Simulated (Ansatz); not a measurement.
Steps of a relaxation of F2HSb, SMILES `[F][SbH][F]` with RKS PBE-D4/def2-SVP.

```sh
$ ansatz run in.yaml --threads 2 --pin off --events-out ev --progress --plain --max-ram 32768MiB --backend cpu
```

```yaml
crystal:
  periodic: [false, false, false]
  atoms:
    - {symbol: F, position_ang: [1.194200, -0.714500, 0.999300]}
    - {symbol: Sb, position_ang: [-0.654000, -0.479400, 0.135400]}
    - {symbol: F, position_ang: [-0.624500, 1.511500, 0.318300]}
    - {symbol: H, position_ang: [0.139800, -0.377900, -1.473400]}
basis:
  gaussian: {orbitals: def2-SVP}
hamiltonian: {xc: pbe, dispersion: d4}
relax: {f_tol: 0.03, max_steps: 200}
```

Positions (Å) and forces (eV/Å) along the path, 5 of 5 steps:

```xyz
4
step=1 energy=-11978.6655 eV
F     1.194   -0.715    0.999   -1.662    0.035   -0.595
Sb   -0.654   -0.479    0.135    2.292    1.063    0.270
F    -0.625    1.512    0.318   -0.217   -0.948   -0.040
H     0.140   -0.378   -1.473   -0.413   -0.150    0.366
4
step=2 energy=-11978.7396 eV
F     1.164   -0.750    1.070    0.164    0.201   -0.271
Sb   -0.503   -0.417    0.099   -0.953   -0.339    0.750
F    -0.671    1.523    0.346    0.282   -0.108   -0.167
H     0.065   -0.417   -1.535    0.507    0.246   -0.312
4
step=3 energy=-11978.8191 eV
F     1.165   -0.735    1.008   -0.199    0.077   -0.102
Sb   -0.575   -0.447    0.141    0.203    0.158   -0.038
F    -0.649    1.509    0.318    0.049   -0.234   -0.005
H     0.115   -0.387   -1.488   -0.053   -0.001    0.145
4
step=4 energy=-11978.8225 eV
F     1.159   -0.731    1.003   -0.045    0.050   -0.021
Sb   -0.574   -0.446    0.141    0.027    0.008   -0.052
F    -0.646    1.502    0.316    0.040   -0.057    0.013
H     0.116   -0.385   -1.480   -0.022   -0.001    0.060
4
step=5 energy=-11978.8234 eV
F     1.156   -0.724    1.000    0.004    0.021    0.009
Sb   -0.576   -0.448    0.138   -0.016   -0.025   -0.026
F    -0.640    1.497    0.318    0.018    0.008    0.015
H     0.116   -0.385   -1.476   -0.006   -0.004    0.002
```

It took 4.5 s on 2 threads of a server CPU on a shared host, with 0.14 GiB of host memory at the peak.
